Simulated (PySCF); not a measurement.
AlAsH₄O, SMILES [OH][AlH][AsH2].

Geometry: ωB97X-D3(BJ)/def2-SVP. One conformer was computed; it need not be the lowest.

Calculation: B3LYP/def2-TZVPD run with PySCF.

Task: Estimate the frontier levels, gap, dipole moment and polarisability. (The exact figures need the calculation; the answer reports its results.)

Result: 
highest occupied level: -7.00 eV
lowest empty level: -1.19 eV
orbital gap: 5.81 eV
dipole moment: 1.31 D
quadrupole, principal values (traceless, Buckingham form, about the centre of nuclear charge): -5.61, 1.18, 4.43 D·Å
mean static polarisability: 67.9 bohr³ (10.06 Å³)
polarisability, principal values: 57.0, 62.6, 84.1 bohr³
